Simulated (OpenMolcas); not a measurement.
# A ladder of methods for C2H7BO (SMILES CCBO)

The species is C2H7BO (11 atoms), meant as a singlet with charge 0. As SMILES, `CCBO`. The coordinates come from a PBE0-D4/def2-TZVP relaxation. This is one conformer, not always the lowest.

```xyz
11

C    -0.5562    1.3140    0.1941
C    -0.1481   -0.1264    0.4987
B     0.8442   -0.7497   -0.5450
O     0.7752   -2.0346   -0.9682
H    -1.1236    1.3786   -0.7379
H    -1.1781    1.7372    0.9863
H     0.3223    1.9540    0.0824
H    -1.0373   -0.7547    0.6403
H     0.3803   -0.1477    1.4643
H     1.7483   -0.1083   -1.0100
H     0.0385   -2.5195   -0.5844
```

Each level gives the dipole moment (D). The values are calculated.

| level | kind | program | value (D) | CPU time |
| --- | --- | --- | --- | --- |
| SVWN5/def2-SVP | LDA | OpenMolcas | 1.98 | 25 s |
| BLYP/def2-SVP | GGA | OpenMolcas | 1.87 | 36 s |
| PBE/def2-SVP | GGA | OpenMolcas | 1.90 | 36 s |
| r2SCAN/def2-SVP | meta-GGA | OpenMolcas | 1.92 | 47 s |
| B3LYP/def2-SVP | global hybrid | OpenMolcas | 1.89 | 33 s |
| BHLYP/def2-SVP | global hybrid | OpenMolcas | 1.91 | 33 s |
| M06-2X/def2-SVP | hybrid meta-GGA | OpenMolcas | 1.91 | 49 s |
| PBE0/def2-SVP | global hybrid | OpenMolcas | 1.92 | 34 s |

The values span 1.87 to 1.98 D. Magnitudes only. Times are those of the runs behind each value, whatever else they computed, on shared processors of several kinds: orders of magnitude only.
